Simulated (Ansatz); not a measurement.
Compare A (`F/C=N/[SiH2]F`) with its isomer B (`FC(F)=N[SiH3]`).

Program: Ansatz. Geometries: PBE0-D4/def2-TZVP. ΔE: electronic, gas phase. CCSD(T)/CBS is the MP2 limit (def2-TZVPP, def2-QZVPP) plus CCSD(T) − MP2 in def2-TZVPP, frozen cores. Functionals use def2-TZVPP. One conformer a species, not always the lowest.

(1) Which is lower in electronic energy at CCSD(T)/CBS, and by how much? (An estimate is asked.)

(2) Give E(B) − E(A) in kJ/mol with PBE-D4, ωB97M-V, PBE0-D4, HF/def2-TZVPP, BLYP-D4, B2PLYP, r2SCAN-D4. (Best estimate.)

(3) Does the order hold for the free energy at 298.15 K (harmonic terms from PBE0-D4)? (Estimate.)

Largest T1 diagnostic: 0.013.

## Answers

(1) Computed: A, by 199.7 kJ/mol.

(2) Ansatz gave: PBE-D4 174.5, ωB97M-V 187.0, PBE0-D4 178.0, HF/def2-TZVPP 193.9, BLYP-D4 186.8, B2PLYP 193.9, r2SCAN-D4 182.3. None reverses the order clearly.

(3) Computed: Yes: G(B) − G(A) = +191.6 kJ/mol, for one conformer each.

From PBE to PBE0 (25 % exact exchange), in def2-TZVPP and without D4, E(B) − E(A) moves by +3.5 kJ/mol. Leaving LDA and LC-ωPBE aside and taking each functional with its dispersion term where it has one, the values, not all of them listed here, spread over 19.4 kJ/mol, from revPBE-D4 to B2PLYP. LDA lies −8.3 kJ/mol from PBE without D4.
